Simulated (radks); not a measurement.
The numbers below are computed, except where a source is named.
The ytterbium ion Yb+, configuration [Xe] 4f14 6s1 (the NIST ground configuration).

Level of theory: scalar-relativistic Kohn-Sham, revPBE, spin-polarised, spherical densities, finite nucleus; open shells are filled with parallel spins first (spin-orbit coupling, left out, can overturn this in heavy ions); Fermi nuclear charge, rms radius 5.3108 fm (a radial shooting solver on a logarithmic mesh with Libxc functionals).

Energy parts (eV):
| part | energy |
|---|---|
| total | -382544.18 |
| kinetic | 416779.59 |
| electron-nucleus | -941124.80 |
| Hartree | 149772.62 |
| exchange-correlation | -7971.59 |

Orbitals (lengths in bohr, moments of r in powers of bohr):
orbital  occ.  eigenvalue (eV)      <r>      <r^2>   <1/r>
1s up       1        -61235.42  0.01966  0.0005300   80.62
1s down     1        -61235.41  0.01966  0.0005300   80.62
2s up       1        -10380.91  0.08334   0.008211   18.80
2s down     1        -10380.90  0.08334   0.008211   18.80
2p up       3        -9150.775  0.07415   0.006714   17.26
2p down     3        -9150.770  0.07415   0.006714   17.26
3s up       1        -2345.015   0.2167    0.05368   6.946
3s down     1        -2345.019   0.2167    0.05368   6.946
3p up       3        -1974.069   0.2162    0.05419   6.466
3p down     3        -1974.074   0.2162    0.05419   6.466
3d up       5        -1522.280   0.1961    0.04509   6.123
3d down     5        -1522.282   0.1961    0.04509   6.123
4s up       1        -466.6775   0.4879     0.2688   2.934
4s down     1        -466.6871   0.4879     0.2688   2.934
4p up       3        -344.9174   0.5183     0.3057   2.677
4p down     3        -344.9249   0.5182     0.3057   2.677
4d up       5        -184.5841   0.5601     0.3644   2.366
4d down     5        -184.5871   0.5601     0.3644   2.366
4f up       7          -9.6709   0.7887     0.8703   1.729
4f down     7          -9.6398   0.7833     0.8507   1.734
5s up       1         -61.6712    1.209      1.649   1.096
5s down     1         -61.6111    1.208      1.644   1.097
5p up       3         -34.2128    1.449      2.400  0.8995
5p down     3         -34.0765    1.443      2.377  0.9028
6s up       1          -9.5482    3.538      14.11  0.3534
6s down     0          -8.7440    3.505      13.83  0.3566

The highest occupied level is 6s up at -9.548 eV. Spin moment in Bohr magnetons: 1. The density falls to 0.001 e/bohr^3 at r = 4.33 bohr.
